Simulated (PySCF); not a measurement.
CH8FNOSi2, SMILES N([Si@H](O)F)[SiH2]C. Atoms are numbered in the order given.

```xyz
14

C      2.6411     1.5299    -0.2943
Si     1.6671    -0.0131     0.1771
N      0.0570     0.4227     0.7606
Si    -1.4490    -0.2245     0.2459
O     -1.2479    -1.8677     0.0433
F     -1.9384     0.3561    -1.2124
H      2.1199     2.0958    -1.0924
H      2.7718     2.2029     0.5781
H      3.6523     1.2575    -0.6609
H      1.4563    -0.9050    -1.0117
H      2.4372    -0.7736     1.2277
H      0.0029     1.1490     1.4813
H     -2.5145     0.1617     1.2193
H     -1.7958    -2.2626    -0.6569
```

The structure is a stationary point at PBE-D3(BJ)/def2-SVP. The structure was generated by enumeration; whether it is a known compound was not checked. Other conformers were not sampled.

Two levels are set side by side: PBE/pcSseg-1 (PySCF) and HF/pcSseg-1 (PySCF). GIAO shifts against CFCl3 (¹⁹F), H2O (¹⁷O), NH3 (¹⁵N), TMS (²⁹Si), TMS (¹H), TMS (¹³C) at the same level; non-relativistic, no solvent, atoms listed together averaged. Differences are taken from unrounded values.

```
quantity                  HF     PBE  PBE minus HF
--------------------  ------  ------  ------------
δ(¹³C) of C1 (ppm)       3.3     2.9          -0.4
δ(²⁹Si) of Si2 (ppm)   -30.7   -31.4          -0.7
δ(¹⁵N) of N3 (ppm)      30.6    55.0          24.4
δ(²⁹Si) of Si4 (ppm)   -45.4   -35.2          10.2
δ(¹⁷O) of O5 (ppm)      38.2    69.1          30.9
δ(¹⁹F) of F6 (ppm)    -109.6  -151.2         -41.6
δ(¹H) of H12 (ppm)      0.98    1.06          0.07
δ(¹H) of H13 (ppm)      4.55    5.44          0.89
δ(¹H) of H14 (ppm)      2.67    2.09         -0.58
```

Rough cost on one machine, each run with all the roots and properties that it gave: HF against PBE within a factor of 2.
